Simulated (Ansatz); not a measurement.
Basis-set extrapolation for C$_{3}$H$_{8}$BF, SMILES `BC(F)CC` (PBE0-D4/def2-TZVP geometry, frozen core, Ansatz 0.2.0). Multiplicity 1, RHF reference.

|  | def2-TZVPP | def2-QZVPP |
| --- | --- | --- |
| HF | -242.454347 | -242.465497 |
| MP2 correlation | -0.870485 | -0.934265 |
| CCSD(T) correlation | -0.951839 | not run |

Energies in hartree. Use E(X) = E(∞) + A·exp(−7.88·√X) for Hartree–Fock and E(X) = E(∞) + B·X^(−2.97) for correlation, with X = 3 and 4, and add CCSD(T) minus MP2 of the smaller set to the MP2 limit.

Task: What is the CCSD(T) energy at the basis-set limit?

Result: HF limit: -242.465497 + (-0.011150) × 0.13774 = -242.46703. MP2 limit: -0.934265 + (-0.063780) × 0.74074 = -0.98151. Higher-order term: -0.951839 − (-0.870485) = -0.08135. Total: -243.52989 hartree, 3.37 eV below CCSD(T)/def2-TZVPP.
